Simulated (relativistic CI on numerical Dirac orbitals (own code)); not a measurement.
# Radial parameters of Pd XXXVIII

Computed by Dirac-Coulomb-Breit CI, KLI orbitals optimised for each configuration, model QED (radiative potential, 1s self-energy scaled to tabulated hydrogen-like ionisation energies), unscaled Slater integrals (own radial code, finite nucleus).

Slater integrals F^k, G^k are unscaled and averaged over j, outside the closed core 1s2; ζ comes from projecting the Hamiltonian with its Breit term on Σ l·s of the shell.

- 2s2.2p5: ζ(2p) = 882740 cm⁻¹; <r>(2p) = 0.1164, <r^2>(2p) = 0.01645 (bohr units).
- 2p6.3p: ζ(3p) = 237580 cm⁻¹; <r>(3p) = 0.3059, <r^2>(3p) = 0.1079 (bohr units).
- 2p6.3d: ζ(3d) = 33104 cm⁻¹; <r>(3d) = 0.2665, <r^2>(3d) = 0.08159 (bohr units).

Averages of the first 10 configurations, taken without configuration mixing, which lowers the lowest level and can move excited configurations by several eV; other configurations of the list can lie among them:

| Configuration | Parity | States | Average energy above the lowest level (eV) |
| --- | --- | --- | --- |
| 2s2.2p5 | odd | 6 | 55.3 |
| 2s.2p6 | even | 2 | 413.7 |
| 2p6.3s | even | 2 | 3852.2 |
| 2p6.3p | odd | 6 | 3946.5 |
| 2p6.3d | even | 10 | 4050.2 |
| 2s2.2p4.3s | even | 30 | 3145.2 |
| 2s2.2p4.3p | odd | 90 | 3244.9 |
| 2s2.2p4.3d | even | 150 | 3349.2 |
| 2s.2p5.3s | odd | 24 | 3481.0 |
| 2s.2p5.3p | even | 72 | 3578.0 |
